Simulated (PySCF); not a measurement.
Species: C₂H₉BO₂Si.
Geometry (PBE0-D3(BJ)/def2-SVP, Å), atoms numbered from 1 in this order:
```
atom  x, y, z in Å
B1     2.813   -0.853   -0.212
C2     1.674    0.184   -0.413
O3     0.433   -0.219   -0.929
Si4   -0.295   -1.694   -0.697
O5    -1.928   -1.474   -0.760
C6    -2.634   -0.581    0.058
H7     2.721   -1.999   -0.588
H8     3.844   -0.474    0.294
H9     1.540    0.783    0.512
H10    2.130    0.920   -1.115
H11    0.009   -2.666   -1.777
H12    0.135   -2.206    0.646
H13   -2.404   -0.726    1.130
H14   -3.713   -0.751   -0.081
H15   -2.411    0.468   -0.201
```

Linear response at wB97X-D/def2-SVPD (PySCF, frozen core in the response, non-relativistic).

Static isotropic polarisability: 72.49 au (10.74 Å³), principal values 62.2, 71.1, 84.1 au.

**Question.** What is the polarisability at 1064 nm and at the sodium D line?

**Answer.** 73.06 au at 1064 nm (+0.8 %), 74.41 au at 589.3 nm (+2.6 %). The rise at 589.3 nm is 3.35 times that at 1064 nm; a pure ω² law gives 3.26. The lowest singlet lies at 228 nm, shorter than both wavelengths.

**Question.** What is the isotropic C6 coefficient between two such molecules, C6 = (3/π)∫α(iω)² dω?

**Answer.** 2171 au (Eh·bohr⁶) by a ten-point quadrature over imaginary frequencies, which is 1300 eV·Å⁶ or 125 J·nm⁶/mol.

**Question.** Which effective excitation energy ω̄ makes London's formula C6 = (3/4)α²ω̄ exact here?

**Answer.** ω̄ = 4·C6/(3α²) = 0.551 Eh = 15.0 eV. A one-pole form α(ω) = α/(1 − ω²/ω̄²) fitted to the 1064 nm value gives 13.2 eV.

**Question.** What does −C6/R⁶ come to at R = 12 Å between centres?

**Answer.** -42 J/mol. This is the leading, orientation-averaged term; C8 and higher terms are left out.

**Question.** What three-body coefficient follows from the one-pole estimate C9 = (3/4)·α·C6?

**Answer.** 118000 au. This is an estimate from the two numbers above, not a computed integral.

**Question.** What molar refraction at the D line follows from R = (4π/3)·N_A·α′, with α′ the polarisability volume?

**Answer.** α′ = 11.03 Å³ gives R = 27.81 cm³/mol, for isolated, non-vibrating species.

Rough CPU time on one thread of a shared machine: about 80 s. This is the whole response run at wB97X-D/def2-SVPD, SCF included.

One conformer stands for the species.

The pairwise dispersion term of wB97X-D wasn't added to the energies; at a given geometry it leaves orbitals and properties as they are.
